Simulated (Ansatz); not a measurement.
Ansatz (a program for electronic structure) input file for C₅H₁₀Si, SMILES CC#C[SiH2]CC, PBE-D3(BJ)/def2-SVP. 

Ansatz 0.2 input:
```yaml
crystal:
  periodic: [false, false, false]
  atoms:
    - {symbol: C, position_ang: [3.27788064, -0.71414690, -0.62600588]}
    - {symbol: C, position_ang: [2.00053552, -0.16883188, -0.18525691]}
    - {symbol: C, position_ang: [0.93178992, 0.29349870, 0.18948975]}
    - {symbol: Si, position_ang: [-0.69706258, 0.95083647, 0.71526913]}
    - {symbol: C, position_ang: [-2.07021519, 0.23412356, -0.36952633]}
    - {symbol: C, position_ang: [-2.15003389, -1.29878419, -0.35204817]}
    - {symbol: H, position_ang: [3.78708654, -0.01913049, -1.31318654]}
    - {symbol: H, position_ang: [3.94583804, -0.89430278, 0.23186143]}
    - {symbol: H, position_ang: [3.13725808, -1.67141201, -1.15365209]}
    - {symbol: H, position_ang: [-0.68334886, 2.43739884, 0.61425178]}
    - {symbol: H, position_ang: [-0.92564334, 0.58175368, 2.14170382]}
    - {symbol: H, position_ang: [-1.90821531, 0.59819051, -1.39984430]}
    - {symbol: H, position_ang: [-3.02673141, 0.67634187, -0.03585613]}
    - {symbol: H, position_ang: [-2.34750780, -1.67917870, 0.66356302]}
    - {symbol: H, position_ang: [-2.95525011, -1.66795097, -1.00780738]}
    - {symbol: H, position_ang: [-1.20435173, -1.74857622, -0.69471633]}
basis:
  gaussian:
    orbitals: def2-SVP
hamiltonian:
  xc: pbe
  dispersion: d3bj
relax: {f_tol: 0.002, max_steps: 200}
```

Output:

```
WARN ansatz: RAYON_NUM_THREADS=2 ignored (pool sized by the plan → 2); use --threads N
Functional definition: PBE
integrals: 0.08 GiB planned
1566 factors; their error is unknown
mean field: 0.45 GiB planned
mean field evaluation 1: about -13191.0938 eV, gradient 7.6e1 eV
mean field evaluation 2: about -13172.1401 eV, gradient 1.1e2 eV
mean field evaluation 4: about -13206.4976 eV, gradient 7.7e0 eV
mean field evaluation 8: about -13206.6401 eV, gradient 1.9e-1 eV
mean field evaluation 16: about -13206.5643 eV, gradient 6.9e-4 eV
mean field -13206.56428722 eV, -485.3322858246 hartree, gradient 4.1e-5 eV, S^2 0.000000; 0 other end points of the search recorded, 0 dependent functions left out
the calculation of the forces begins
reference -13206.56433214 eV, -485.3322874753 hartree; 27, 27 occupied and 111, 111 virtual orbitals, 1566 factors
relax step   1: F+E_penalty+E_count = -13206.90225238 eV  Δ(F+E_penalty+E_count) = +0.000e0 eV  max|allowed force component| = 7.625e-1 eV/Å  Δτ_max = 0.0000 Å  (29 SCF iters, accepted)
these checks for a lower state are left out or cut short: starts, cluster_reference, orbital_swaps, neighbouring_geometries, increment
integrals: 0.08 GiB planned
1566 factors; their error is unknown
mean field: 0.45 GiB planned
mean field -13206.58082174 eV, -485.3328934568 hartree, gradient 2.5e-5 eV, S^2 0.000000; 0 other end points of the search recorded, 0 dependent functions left out
the calculation of the forces begins
reference -13206.58086670 eV, -485.3328951094 hartree; 27, 27 occupied and 111, 111 virtual orbitals, 1566 factors
relax step   2: F+E_penalty+E_count = -13206.91789196 eV  Δ(F+E_penalty+E_count) = -1.564e-2 eV  max|allowed force component| = 1.476e-1 eV/Å  Δτ_max = 0.0142 Å  (32 SCF iters, accepted)
these checks for a lower state are left out or cut short: starts, cluster_reference, orbital_swaps, neighbouring_geometries, increment
integrals: 0.08 GiB planned
1566 factors; their error is unknown
mean field: 0.45 GiB planned
mean field evaluation 32: about -13206.5824 eV, gradient 1.2e-5 eV
mean field -13206.58239048 eV, -485.3329511071 hartree, gradient 1.2e-5 eV, S^2 0.000000; 0 other end points of the search recorded, 0 dependent functions left out
the calculation of the forces begins
reference -13206.58243545 eV, -485.3329527597 hartree; 27, 27 occupied and 111, 111 virtual orbitals, 1566 factors
relax step   3: F+E_penalty+E_count = -13206.91914915 eV  Δ(F+E_penalty+E_count) = -1.257e-3 eV  max|allowed force component| = 3.030e-2 eV/Å  Δτ_max = 0.0050 Å  (25 SCF iters, accepted)
these checks for a lower state are left out or cut short: starts, cluster_reference, orbital_swaps, neighbouring_geometries, increment
integrals: 0.08 GiB planned
1566 factors; their error is unknown
mean field: 0.45 GiB planned
mean field -13206.58245915 eV, -485.3329536307 hartree, gradient 1.7e-5 eV, S^2 0.000000; 0 other end points of the search recorded, 0 dependent functions left out
the calculation of the forces begins
reference -13206.58250411 eV, -485.3329552831 hartree; 27, 27 occupied and 111, 111 virtual orbitals, 1566 factors
relax step   4: F+E_penalty+E_count = -13206.91918246 eV  Δ(F+E_penalty+E_count) = -3.330e-5 eV  max|allowed force component| = 1.076e-2 eV/Å  Δτ_max = 0.0017 Å  (22 SCF iters, accepted)
these checks for a lower state are left out or cut short: starts, cluster_reference, orbital_swaps, neighbouring_geometries, increment
integrals: 0.08 GiB planned
1566 factors; their error is unknown
mean field: 0.45 GiB planned
mean field -13206.58248878 eV, -485.3329547195 hartree, gradient 8.9e-6 eV, S^2 0.000000; 0 other end points of the search recorded, 0 dependent functions left out
the calculation of the forces begins
reference -13206.58253374 eV, -485.3329563718 hartree; 27, 27 occupied and 111, 111 virtual orbitals, 1566 factors
relax step   5: F+E_penalty+E_count = -13206.91918970 eV  Δ(F+E_penalty+E_count) = -7.247e-6 eV  max|allowed force component| = 1.936e-3 eV/Å  Δτ_max = 0.0023 Å  (23 SCF iters, accepted)
integrals: 0.08 GiB planned
1566 factors; their error is unknown
mean field: 0.45 GiB planned
mean field evaluation 64: about -13206.5825 eV, gradient 4.2e-5 eV
mean field -13206.58248878 eV, -485.3329547195 hartree, gradient 9.2e-6 eV, S^2 0.000000; 1 other end points of the search recorded, 0 dependent functions left out
the calculation of the forces begins
reference -13206.58253374 eV, -485.3329563718 hartree; 27, 27 occupied and 111, 111 virtual orbitals, 1566 factors
Total energy: -13206.91923466 eV, -485.3453299026 hartree
Atom 0 at     3.284919    -0.713458    -0.626616 Å, force     0.001936    -0.000581    -0.000514 eV/Å
Atom 1 at     2.009138    -0.170377    -0.187732 Å, force    -0.000866    -0.000169     0.000304 eV/Å
Atom 2 at     0.932161     0.294481     0.188781 Å, force    -0.000288     0.000422    -0.000268 eV/Å
Atom 3 at    -0.699400     0.951149     0.713880 Å, force    -0.000146     0.000108    -0.000402 eV/Å
Atom 4 at    -2.078793     0.232992    -0.372902 Å, force     0.000338     0.000882     0.000529 eV/Å
Atom 5 at    -2.157463    -1.298582    -0.350956 Å, force    -0.000224    -0.000948     0.000210 eV/Å
Atom 6 at     3.806006    -0.014749    -1.314368 Å, force    -0.000227     0.000065     0.000301 eV/Å
Atom 7 at     3.960008    -0.902311     0.234397 Å, force    -0.000370     0.000044    -0.000049 eV/Å
Atom 8 at     3.151083    -1.675498    -1.164408 Å, force    -0.000103     0.000357     0.000034 eV/Å
Atom 9 at    -0.687814     2.454251     0.614402 Å, force    -0.000139     0.000039    -0.000137 eV/Å
Atom 10 at    -0.932241     0.576664     2.155469 Å, force    -0.000036    -0.000341    -0.000213 eV/Å
Atom 11 at    -1.912960     0.604714    -1.407524 Å, force     0.000244     0.000025     0.000344 eV/Å
Atom 12 at    -3.036276     0.687142    -0.034563 Å, force     0.000069     0.000116    -0.000130 eV/Å
Atom 13 at    -2.357607    -1.682320     0.671095 Å, force    -0.000095     0.000037    -0.000186 eV/Å
Atom 14 at    -2.964213    -1.679544    -1.010854 Å, force     0.000131     0.000064     0.000106 eV/Å
Atom 15 at    -1.204520    -1.754725    -0.689863 Å, force    -0.000225    -0.000122     0.000071 eV/Å
Dipole moment:     0.158466    -0.180725    -0.194853 e Å
```

The run converged.

Cost: very roughly 16 core-seconds.
